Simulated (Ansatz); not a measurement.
`C[Si](S)(Cl)Cl` + H₂ → `C[SiH](S)Cl` + HCl at 600 K and 1 bar (hydrogenolysis of the Si–Cl bond).

Gas-phase electronic energies from Ansatz, PBE0-D4/def2-TZVP geometries. CCSD(T)/CBS is the MP2 limit (def2-TZVPP, def2-QZVPP) plus CCSD(T) − MP2 in def2-TZVPP, frozen cores. This one scheme is used for every species. One conformer a species, not always the lowest.

```json
{"species": "`C[Si](S)(Cl)Cl`", "CCSD(T)/CBS energy (Eh)": "-1647.02782", "H − E (kJ/mol)": "196.8", "S (J/(mol·K))": "464.8"}
{"species": "H₂", "CCSD(T)/CBS energy (Eh)": "-1.17544", "H − E (kJ/mol)": "43.9", "S (J/(mol·K))": "150.8"}
{"species": "`C[SiH](S)Cl`", "CCSD(T)/CBS energy (Eh)": "-1187.79090", "H − E (kJ/mol)": "207.2", "S (J/(mol·K))": "426.0"}
{"species": "HCl", "CCSD(T)/CBS energy (Eh)": "-460.38127", "H − E (kJ/mol)": "35.4", "S (J/(mol·K))": "207.2"}
```

H − E and S are ideal-gas, rigid-rotor, harmonic terms from PBE0-D4/def2-TZVP, for one conformer and one mirror image of each species. The MP2-based limit puts H₂ 0.8 mEh under its directly extrapolated value; such offsets cancel only in part. 1 Eh = 2625.50 kJ/mol, R = 8.31446 J/(mol·K).

Task: By hand: ΔE, ΔH, ΔS and ΔG.

Result: ΔE = (-1187.79090) + (-460.38127) − (-1647.02782) − (-1.17544) = 0.03109 Eh = 81.6 kJ/mol. Δ(H − E) = 207.2 + 35.4 − 196.8 − 43.9 = 1.9, so ΔH = 83.5 kJ/mol. ΔS = 426.0 + 207.2 − 464.8 − 150.8 = 17.6 J/(mol·K). ΔG = 83.5 − 600 × (17.6)/1000 = 72.9 kJ/mol.

Task: By hand: the equilibrium constant, and the temperature at which ΔG would vanish if ΔH and ΔS stayed fixed.

Result: log₁₀ K = −ΔG/(RT ln 10) = -6.3. ΔG = 0 at ΔH/ΔS = 4744 K, far beyond where these terms or the molecules hold.

ΔH outweighs TΔS. A doubt of 5 kJ/mol in ΔE shifts log₁₀ K by 0.4 here. Other conformers and mirror images would add mixing entropy, several J/(mol·K) or more a flexible species. These are equilibria of isolated gas molecules and say nothing of rates. Largest T1 diagnostic: 0.010 (customary marks: 0.02 for closed shells, 0.045 for open ones).
